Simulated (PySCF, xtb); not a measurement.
B(F)(NHMe)(OMe) (C2H7BFNO), SMILES CNB(F)OC.

xtb with GFN2-xTB at its own geometry gives an orbital gap of 6.97 eV and a dipole moment of 4.05 D.

Geometry: r2SCAN-D4/def2-SVP. The structure was generated by enumeration, and PubChem lists no compound with its InChIKey, so it may never have been made. The values are those of a single conformer.

**Question.** What does PBE/def2-TZVP (PySCF) give? (Estimate from the structure and the level; the computed values follow.)

**Answer.** gap 5.87 eV (levels -5.92 and -0.05 eV), dipole 3.19 D.
